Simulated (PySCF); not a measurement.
A GIAO shielding run with PySCF 2.14.0 with density-fitted response routines (density fitting, non-relativistic, gas phase) on `InChI=1S/C6H9FO2Si/c7-2-1-5-4(3-10-5)6(8)9/h3,5H,1-2,10H2,(H,8,9)/t5-/m1/s1`:

```
$ OMP_NUM_THREADS=1 python probes_run.py task.json out

{"job": {"kind": "nmr", "xc": "PBE0", "basis": "pcSseg-1"}, "charge": 0, "multiplicity": 1}
O      2.094469    -1.843952    -0.115839
C      2.212875    -0.694703     0.240219
O      3.327675    -0.250640     0.848733
C      1.197630     0.348129     0.068006
C      1.205784     1.635008     0.455391
Si    -0.526998     1.994901    -0.237703
C     -0.128003     0.138795    -0.627464
C     -0.995812    -0.940548     0.007768
C     -2.344670    -1.041047    -0.681495
F     -3.049950     0.135456    -0.533841
H      3.964018    -0.977350     0.935435
H      2.005500     2.140030     0.971899
H     -1.556574     2.246472     0.760312
H     -0.586503     2.883813    -1.393727
H      0.017834    -0.110044    -1.681500
H     -0.498153    -1.909592    -0.067170
H     -1.149172    -0.714117     1.065199
H     -2.965536    -1.831104    -0.247756
H     -2.234219    -1.200256    -1.758765
```

Hardware: 1 thread of an Arm Neoverse N1, shared host. The job also computes population analyses, field gradients, ring-centre shieldings.

(1) How large is the calculation?

(2) How long does it take, and how much memory does it need?

Answers

(1) 84 electrons, 222 basis functions and 1172 auxiliary functions.

(2) 85 s of wall time, with 15 SCF cycles and 5 response iterations; peak memory 1 GiB. Times on a shared host scatter by some tens of per cent.
